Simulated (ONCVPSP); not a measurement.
**Before and after: ONCV potential for Ga**

* Element: gallium
* Generator: ONCVPSP 4.0.1
* Type: optimised norm-conserving Vanderbilt (ONCV)
* Functional: PBEsol
* Relativity: scalar-relativistic
* Frozen core: [Ar]
* Valence charge: 13
* Reference configuration: 3d10 4s2 4p1
* Partial waves: 4s: rc 2.05 bohr, ncon 3, nbas 8, qcut 4 1/bohr, 1 projector; 4p: rc 2.15 bohr, ncon 4, nbas 9, qcut 4 1/bohr, 2 projectors, debl 2.9 Ha; 3d: rc 1.35 bohr, ncon 5, nbas 10, qcut 13.2 1/bohr, local
* Local potential: the d channel
* Core correction: polynomial model core, fcfact 0.5

Change: p: rc 3.16.

Cutoffs: the cutoffs (Ha) at which the residual kinetic energy of the hardest occupied pseudo-wave falls to 1 and 0.1 mHa per electron; they do not see the model core or the augmentation charge, which bear on the density cutoff. Errors are all-electron minus pseudo energies relative to the spin-unpolarised reference configuration.

Problem. Predict the effect on cutoff, ghosts and configuration errors.

Solution. The potential gets neither clearly harder nor softer (68 Ha and 76 Ha → 68 Ha and 76 Ha); both files keep a bound ghost (s); of the 3 tests that both files solve, the error grows in 2 and shrinks in 0 by more than 15 % and 0.3 meV (median size 1.0 → 3.5 meV).

| quantity | base | changed |
| --- | --- | --- |
| cutoff, loose | 68 Ha | 68 Ha |
| cutoff, tight | 76 Ha | 76 Ha |
| loose cutoff by channel | s 6.1 Ha, p 3.8 Ha, d 68 Ha | s 6.1 Ha, p 2.2 Ha, d 68 Ha |
| bound ghosts | s | s |
| GHOST(+) flags under 300 eV | p at 24.3 eV | p at 16.6 eV |
| tests with a reliable result | 3 of 4 | 3 of 4 |
| error for 3d10 4s2 4p0, meV [ΔE 5.68 eV] | -1.0 | -3.5 |
| error for 3d10 4s1 4p0, meV [ΔE 26.82 eV] | -12 | -26 |
| error for 3d10 4s2 4p0.5, meV [ΔE 2.03 eV] | -0.3 | -0.5 |
| s: phases at 2.08 bohr within 0.05 rad from the reference energy up to (Ha; the scan ends near 5) | 1.2 | 1.2 |
| d: phases at 1.37 bohr within 0.05 rad from the reference energy up to (Ha; the scan ends near 5) | 0.5 | 0.5 |
| rms error of d²Exc/dni dnj with the model core, mHa | 1.27 | 1.23 |

 A true bound ghost makes a file unfit for plane-wave use even where its test errors are small: the radial tests pick states by their node count and pass the ghost by.
